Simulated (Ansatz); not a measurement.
`F[Si]1(Br)BC1` + `[CH3][Sc]([CH3])[CH3]` → `C[Si]1(Br)BC1` + `[CH3][Sc]([CH3])[F]`  (redistribution)

Gas-phase electronic energies from Ansatz, PBE0-D4/def2-TZVP geometries. CCSD(T)/CBS adds triple-zeta CCSD(T) − MP2 to the extrapolated MP2 energy (def2 sets, frozen cores). DFT in def2-TZVPP. B3LYP here is the variant with VWN-RPA as its local correlation; programs differ in this. For Br, Sc outer-core shells are correlated without core-valence functions, which leaves a few kJ/mol of doubt a bond. Scalar relativity is left out up to krypton.

```
             level  ΔE (kcal/mol)  difference from CCSD(T)/CBS
            PBE-D4          -35.4                         -2.3
         r2SCAN-D4          -34.3                         -1.2
           PBE0-D4          -35.3                         -2.2
          B3LYP-D4          -34.4                         -1.3
           ωB97X-V          -35.7                         -2.6
           ωB97M-V          -34.3                         -1.2
            B2PLYP          -34.9                         -1.8
               PBE          -35.1                         -2.0
            r2SCAN          -34.2                         -1.1
              PBE0          -35.0                         -1.9
             B3LYP          -33.8                         -0.7
     HF/def2-TZVPP          -33.8                         -0.7
    MP2/def2-TZVPP          -36.1                         -3.0
SCS-MP2/def2-TZVPP          -35.4                         -2.3
   CCSD/def2-TZVPP          -34.6                         -1.5
CCSD(T)/def2-TZVPP          -35.0                         -1.9
     HF/def2-QZVPP          -33.3                         -0.2
    MP2/def2-QZVPP          -34.8                         -1.7
SCS-MP2/def2-QZVPP          -34.3                         -1.2
      HF/CBS(def2)          -33.3                         -0.2
     MP2/CBS(def2)          -34.2                         -1.1
    CCSD/CBS(def2)          -32.8                          0.3
       CCSD(T)/CBS          -33.1                            0
```

Largest T1 diagnostic among the species: 0.014.

In def2-TZVPP, CCSD(T) changes the Hartree–Fock value by −1.2 kcal/mol (the triples alone add −0.4 kcal/mol) and MP2 by −2.2 kcal/mol.
